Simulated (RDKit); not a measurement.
A run for RDKit: MMFF94 on C6H14 (SMILES CCCC(C)C).

```python
from rdkit import Chem
from rdkit.Chem import AllChem, rdDetermineBonds

blocks = [
'''20

C     2.81926188   -0.22632645   -0.12137246
C     1.42035009   -0.44589922    0.44824262
C     0.35498095    0.37551026   -0.27460504
C    -1.05809590    0.27541004    0.31197834
C    -1.62347812   -1.14329770    0.22749952
C    -1.99551281    1.26688159   -0.37808973
H     3.56552114   -0.82173756    0.40800445
H     2.86043692   -0.50385433   -1.17756174
H     3.11467348    0.82299791   -0.04549906
H     1.41303764   -0.18528729    1.51205002
H     1.17332383   -1.50912969    0.39291138
H     0.66129745    1.42738634   -0.26735787
H     0.32216931    0.07792662   -1.33003543
H    -0.99659099    0.55183139    1.37188285
H    -2.63659969   -1.18393641    0.63288629
H    -1.66875120   -1.47712902   -0.81341515
H    -1.01713353   -1.86025530    0.78187323
H    -1.62373928    2.29022322   -0.29326723
H    -2.99682130    1.23497005    0.05655152
H    -2.08832987    1.03371557   -1.44267650
''',
]
mol = None
for b in blocks:
    f = Chem.MolFromXYZBlock(b)
    rdDetermineBonds.DetermineBonds(f, charge=0)
    mol = f if mol is None else Chem.CombineMols(mol, f)
Chem.SanitizeMol(mol)
print(Chem.MolToSmiles(Chem.RemoveHs(mol)))
ff = AllChem.MMFFGetMoleculeForceField(mol, AllChem.MMFFGetMoleculeProperties(mol), nonBondedThresh=100.0, ignoreInterfragInteractions=False)
e = ff.CalcEnergy()
print(f'MMFF94 energy {e:.6f} kcal/mol')
```

It printed:

```
CCCC(C)C
MMFF94 energy 0.541903 kcal/mol
```

The run finished.

Cost: very roughly 0.05 core-seconds.
